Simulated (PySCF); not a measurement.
One of the candidates below gave these computed data.

All candidates are C7H10.

| technique | computed result |
| --- | --- |
| Couplings | largest of the computed one-bond spin–spin couplings (means over like bonds): 13C–1H +164.9, 13C–1H +164.6, 13C–1H +164.0, 13C–1H +163.7, 13C–1H +162.0, 13C–1H +159.7, 13C–1H +159.1, 13C–1H +133.0 (×3) Hz [B3LYP/pcJ-1, spin–dipole term left out] |
| 13C NMR | chemical shifts (computed TMS as zero) by class: 153.0 (1 C), 145.3 (1 C), 139.5 (1 C), 134.0 (1 C), 124.9 (1 C), 124.4 (1 C), 20.1 (1 C) ppm [GIAO PBE0/pcSseg-1] |
| Dipole | 0.43 D [wB97X-D/def2-SVPD] |
| Polarisability | 87.4 au [wB97X-D/def2-SVPD] |
| Triplet | lowest triplet excitation (Tamm–Dancoff): 3.25 eV [TDA wB97X-D/def2-SVPD] |
| Rotational structure | rotational constants A, B, C: 3.278, 2.377, 1.684 GHz [GFN2-xTB] |
| UV, first state | lowest singlet excitation: 5.47 eV (227 nm, f = 0.299) [TDDFT wB97X-D/def2-SVPD] |
| 1H NMR | chemical shifts (computed TMS as zero) by class: 6.69 (1 H), 6.45 (1 H), 6.07 (1 H), 5.62 (1 H), 5.55 (1 H), 5.50 (1 H), 5.32 (1 H), 1.69 (3 H) ppm [GIAO PBE0/pcSseg-1] |

Electronic properties: PySCF, gas phase, density fitting. Levels stand in brackets. The structure is a single GFN2-xTB conformer in the gas phase; no vibrational or solvent corrections. Each NMR value is the plain mean over a class of atoms that symmetry, rotation or inversion makes alike.

Question: Which candidate is it?
A. `C=C/C=C\CC=C`
B. `C#CC1CCCC1`
C. `C=CC(=C)/C=C\C`
D. `C=C/C=C/C(=C)C`

Answer: C. It is `C=CC(=C)/C=C\C`. Numbering: `[CH2:1]=[CH:2][C:3](=[CH2:4])/[CH:5]=[CH:6]\[CH3:7]`. Its formula, C7H10, gives 3 degrees of unsaturation: 0 rings and 3 π bonds in the structure found. 7 carbons fall into 7 classes; from least to most shielded: fully substituted alkene carbon [C3] (153.0 ppm), alkene CH carbon [C2] (145.3 ppm), alkene CH carbon [C6] (139.5 ppm), alkene CH carbon [C5] (134.0 ppm), terminal =CH2 carbon [C1] (124.9 ppm), terminal =CH2 carbon [C4] (124.4 ppm), allylic carbon [C7] (20.1 ppm). Hydrogen classes from least to most shielded: 1 H on an alkene CH carbon, C2 (6.69 ppm), 1 H on an alkene CH carbon, C5 (6.45 ppm), 1 H on an alkene CH carbon, C6 (6.07 ppm), 1 H on a terminal =CH2 carbon, C1 (5.62 ppm), 1 H on a terminal =CH2 carbon, C4 (5.55 ppm), 1 H on a terminal =CH2 carbon, C1 (5.50 ppm), 1 H on a terminal =CH2 carbon, C4 (5.32 ppm), 3 H on an allylic carbon, C7 (1.69 ppm). The couplings run between: +164.9 Hz, terminal =CH2 carbon [C4] and its hydrogen; +164.6 Hz, terminal =CH2 carbon [C1] and its hydrogen; +164.0 Hz, terminal =CH2 carbon [C1] and its hydrogen; +163.7 Hz, terminal =CH2 carbon [C4] and its hydrogen; +162.0 Hz, alkene CH carbon [C5] and its hydrogen; +159.7 Hz, alkene CH carbon [C6] and its hydrogen; +159.1 Hz, alkene CH carbon [C2] and its hydrogen; +133.0 Hz, allylic carbon [C7] and its hydrogen (with 2 like pairs). The optimised geometry has point group C1 and is an asymmetric top.

The others, at the same levels:
- `C=C/C=C\CC=C` fails: its computed 13C shifts are 145.7 (1 C), 139.3 (1 C), 139.3 (1 C), 137.3 (1 C), 125.1 (1 C), 122.1 (1 C), 39.5 (1 C) ppm, 1H shifts are 7.03 (1 H), 6.26 (1 H), 5.91 (1 H), 5.59 (1 H), 5.54 (1 H), 5.48 (1 H), 5.42 (1 H), 5.29 (1 H), 3.09 (2 H) ppm and rotational constant A is 9.418 GHz (against 3.278 GHz).
- `C#CC1CCCC1` fails: it has 5 carbon classes against 7; its computed 13C shifts are 95.6 (1 C), 73.7 (1 C), 38.6 (2 C), 31.4 (2 C), 29.0 (1 C) ppm, 1H shifts are 2.75 (1 H), 2.12 (2 H), 1.82 (2 H), 1.75 (2 H), 1.53 (2 H), 1.52 (1 H) ppm and rotational constant A is 5.678 GHz (against 3.278 GHz).
- `C=C/C=C/C(=C)C` fails: its computed 13C shifts are 150.1 (1 C), 146.1 (1 C), 143.7 (1 C), 137.6 (1 C), 125.7 (1 C), 124.9 (1 C), 21.4 (1 C) ppm, rotational constant A is 7.691 GHz (against 3.278 GHz) and smallest rotational constant is 1.043 GHz (against 1.684 GHz).

Each candidate is one conformer, not necessarily the lowest. The conformers computed, where there is a choice (atom-mapped SMILES and torsion angles):
- `[CH2:1]=[CH:2][C:3](=[CH2:4])/[CH:5]=[CH:6]\[CH3:7]`: C1–C2–C3–C4 168°, C2–C3–C5–C6 -63°
- `[CH2:1]=[CH:2]/[CH:3]=[CH:4]\[CH2:5][CH:6]=[CH2:7]`: C1–C2–C3–C4 -178°, C3–C4–C5–C6 -113°, C4–C5–C6–C7 -116°
- `[CH2:1]=[CH:2]/[CH:3]=[CH:4]/[C:5](=[CH2:6])[CH3:7]`: C1–C2–C3–C4 -179°, C3–C4–C5–C6 180°

The conformers of `C#CC1CCCC1` aren't listed.
